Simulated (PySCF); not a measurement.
**How methods differ on the ionisation energy of Ti²¹⁺**

Ti²¹⁺ 1s1 (2S) → Ti²²⁺ (bare nucleus), as a difference of total energies. Calculation: PySCF 2.14, in an even-tempered Gaussian basis (15 s from 18 bohr⁻², ratio 2.2; 7 p from 28 bohr⁻², ratio 2.4; 4 d from 85 bohr⁻², ratio 2.4; 3 f from 130 bohr⁻², ratio 2.4; 3 g from 190 bohr⁻², ratio 2.4); no relativity, point nucleus. The calculations carry no spin-orbit coupling.

```json
{"method": "UHF", "ionisation energy (eV)": "6585.2"}
{"method": "LDA", "ionisation energy (eV)": "6560.2"}
{"method": "PBE", "ionisation energy (eV)": "6581.4"}
{"method": "PBE0", "ionisation energy (eV)": "6582.4"}
{"method": "r2SCAN", "ionisation energy (eV)": "6585.2"}
{"method": "TPSSh", "ionisation energy (eV)": "6585.2"}
{"method": "M06-2X", "ionisation energy (eV)": "6583.9"}
```

These non-relativistic numbers lack the scalar-relativistic shift.

For comparison: 6625.8 eV (theoretical estimate listed by NIST; NIST Atomic Spectra Database, ionization energies).
